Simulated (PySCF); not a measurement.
## Vertical excitation energies

Compound: CH₈GeN₂.
SMILES: `[GeH2]([NH]C)[NH2]`

Method: TDDFT PBE0/def2-SVPD, vertical, gas phase, core orbitals frozen in the response (PySCF 2.14.0, density-fitted response routines). The structure is a single PBE0-D3(BJ)/def2-SVP conformer in the gas phase; no vibrational or solvent corrections. Relativistic effects, spin–orbit coupling among them, are left out although an element past zinc is present. Torsions of this conformer, `[CH3:1][NH:2][GeH2:3][NH2:4]`: C1–N2–Ge3–N4 49°, H–N4–Ge3–N2 -155°, H–N4–Ge3–N2 76°.

```json
{"state": "S1", "E (eV)": "5.75", "λ (nm)": "215.6", "f": "0.016", "main configurations (H = HOMO, L = LUMO)": "H→L (79%), H→L+1 (19%)"}
{"state": "S2", "E (eV)": "6.27", "λ (nm)": "197.8", "f": "0.030", "main configurations (H = HOMO, L = LUMO)": "H→L+1 (74%), H→L (18%)"}
{"state": "S3", "E (eV)": "6.32", "λ (nm)": "196.1", "f": "0.014", "main configurations (H = HOMO, L = LUMO)": "H-1→L (89%)"}
{"state": "S4", "E (eV)": "6.68", "λ (nm)": "185.5", "f": "0.019", "main configurations (H = HOMO, L = LUMO)": "H→L+2 (93%)"}
{"state": "S5", "E (eV)": "6.92", "λ (nm)": "179.3", "f": "0.021", "main configurations (H = HOMO, L = LUMO)": "H→L+3 (96%)"}
{"state": "S6", "E (eV)": "7.04", "λ (nm)": "176.2", "f": "0.040", "main configurations (H = HOMO, L = LUMO)": "H-1→L+1 (84%)"}
{"state": "S7", "E (eV)": "7.29", "λ (nm)": "170.2", "f": "0.013", "main configurations (H = HOMO, L = LUMO)": "H→L+4 (88%)"}
{"state": "S8", "E (eV)": "7.33", "λ (nm)": "169.3", "f": "0.049", "main configurations (H = HOMO, L = LUMO)": "H-1→L+2 (93%)"}
{"state": "S9", "E (eV)": "7.42", "λ (nm)": "167.2", "f": "0.014", "main configurations (H = HOMO, L = LUMO)": "H→L+5 (90%)"}
{"state": "S10", "E (eV)": "7.77", "λ (nm)": "159.5", "f": "0.043", "main configurations (H = HOMO, L = LUMO)": "H→L+6 (81%)"}
```

Triplets, Tamm–Dancoff:

```
state  E (eV)  λ (nm)  main configurations (H = HOMO, L = LUMO)
   T1    5.49   225.9                    H→L (71%), H→L+1 (20%)
   T2    5.94   208.6   H-1→L (48%), H→L+1 (26%), H-1→L+1 (11%)
   T3    5.95   208.3       H→L+1 (42%), H-1→L (27%), H→L (15%)
   T4    6.38   194.2                               H→L+2 (81%)
```

The lowest singlet lies at 5.75 eV (216 nm, ultraviolet) and is weak; its leading configuration is HOMO→LUMO (79%). The strongest level in the table is S8 at 7.33 eV (169 nm, f = 0.049). Löwdin shares by element: HOMO nitrogen 60% or more, carbon 13%, germanium 6%, hydrogen 6% or more; LUMO germanium 38%, hydrogen 20% or more, nitrogen 10% or more (atoms not listed hold the other 32%). The listed states span 2.02 eV, and the widest gap between neighbours is 0.52 eV (S1 to S2). Orbital energies (eV): HOMO-3 -9.57, HOMO-2 -9.36, HOMO-1 -7.29, HOMO -6.56, LUMO 0.40, LUMO+1 0.86, LUMO+2 1.23. Of the 10 states listed, 10 reach f = 0.01 and none stays under 0.0005. All these states lie below the vertical ionisation energy of 8.63 eV (ΔSCF). Singlets were solved by full linear response, triplets in the Tamm–Dancoff approximation.
